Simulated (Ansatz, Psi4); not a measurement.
Here is a job for Ansatz (a quantum-chemistry and plane-wave program).
Ansatz 0.2 input:
```yaml
crystal:
  periodic: [false, false, false]
  atoms:
    - {symbol: C, position_ang: [1.98742222, -0.71387019, 1.21039640]}
    - {symbol: C, position_ang: [1.55347815, 0.02772452, 0.23549644]}
    - {symbol: Si, position_ang: [-0.40674766, 0.15074491, -0.16653861]}
    - {symbol: C, position_ang: [-0.62098056, 1.98758016, -0.57878704]}
    - {symbol: C, position_ang: [-1.51306925, -0.51904359, 1.21237923]}
    - {symbol: C, position_ang: [-0.22472511, -1.09503153, -1.63248113]}
    - {symbol: H, position_ang: [3.02814494, -0.66592410, 1.52054307]}
    - {symbol: H, position_ang: [1.38616650, -1.39444468, 1.79194372]}
    - {symbol: H, position_ang: [2.13537443, 0.66765115, -0.40495820]}
    - {symbol: H, position_ang: [-1.65171731, 2.18907041, -0.86195158]}
    - {symbol: H, position_ang: [0.01401259, 2.29848376, -1.40600822]}
    - {symbol: H, position_ang: [-0.39466899, 2.63030928, 0.26936202]}
    - {symbol: H, position_ang: [-1.34268535, 0.00041892, 2.15316636]}
    - {symbol: H, position_ang: [-2.56436871, -0.38211288, 0.96723872]}
    - {symbol: H, position_ang: [-1.36417064, -1.58259184, 1.38769868]}
    - {symbol: H, position_ang: [0.45494310, -0.72256590, -2.39229668]}
    - {symbol: H, position_ang: [0.11608295, -2.07310296, -1.30794618]}
    - {symbol: H, position_ang: [-1.21539909, -1.19977601, -2.06727446]}
basis:
  gaussian:
    orbitals: STO-3G
total_charge: 1
magnetization: {spin_polarized: true, initial_magnetization: 1}
correlation: {method: ccsd_t, electrons: outside_noble_gas}
accuracy: high
```

### Question
Convert this to an input for Psi4.

### Answer
Several could match; the one computed here: 
```
memory 2 GB

molecule mol {
1 2
  C     1.987422   -0.713870    1.210396
  C     1.553478    0.027725    0.235496
  Si   -0.406748    0.150745   -0.166539
  C    -0.620981    1.987580   -0.578787
  C    -1.513069   -0.519044    1.212379
  C    -0.224725   -1.095032   -1.632481
  H     3.028145   -0.665924    1.520543
  H     1.386167   -1.394445    1.791944
  H     2.135374    0.667651   -0.404958
  H    -1.651717    2.189070   -0.861952
  H     0.014013    2.298484   -1.406008
  H    -0.394669    2.630309    0.269362
  H    -1.342685    0.000419    2.153166
  H    -2.564369   -0.382113    0.967239
  H    -1.364171   -1.582592    1.387699
  H     0.454943   -0.722566   -2.392297
  H     0.116083   -2.073103   -1.307946
  H    -1.215399   -1.199776   -2.067274
}

set basis sto-3g
set reference uhf
set freeze_core true
set mp2_type conv
set scf_type pk
set puream true
set d_convergence 1e-8

energy('ccsd(t)')
print_variables()
```

Both were run: Ansatz gave -479.775648 Eh and Psi4 -479.775648 Eh, 0.000 mEh apart.
